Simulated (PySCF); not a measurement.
**Dipole response of Be (beryllium, neutral)**

[He] 2s1 2p1, high-spin 3P determinant (an excited configuration). All numbers are calculated (PySCF 2.14, scalar relativity by spin-free X2C-1e, in dyall-acv3z (15s9p4d2f, 76 functions)). Coupled (time-dependent) response in atomic units; α is the mean over directions.

```json
{"method": "LC-wPBE", "mean α (bohr³)": "38.65", "α xx, yy, zz": "39.00, 37.94, 39.00", "C₆ (like pair)": "218.0", "S(−4)": "1140"}
```

S(−4) is the Cauchy moment in α(ω) = α(0) + S(−4) ω² + …

α(iu) at LC-wPBE:

| u (hartree) | α(iu) (bohr³) |
| --- | --- |
| 0 | 38.65 |
| 0.0500 | 36.02 |
| 0.100 | 30.09 |
| 0.200 | 18.66 |
| 0.300 | 11.73 |
| 0.500 | 5.596 |
| 0.750 | 2.876 |
| 1.00 | 1.750 |
| 1.50 | 0.8560 |
| 2.00 | 0.5152 |
| 3.00 | 0.2550 |
| 5.00 | 0.1074 |

A single London oscillator, α(iu) = α/(1 + u²/ω²), gives C₆ = (3/4) ω α². Matching the computed C₆ needs ω = 4 × 218.0 / (3 × 38.65²) = 0.195 hartree.

The components differ because the open shell of this determinant is not spherical; for a pure term their mean is the scalar polarisability.
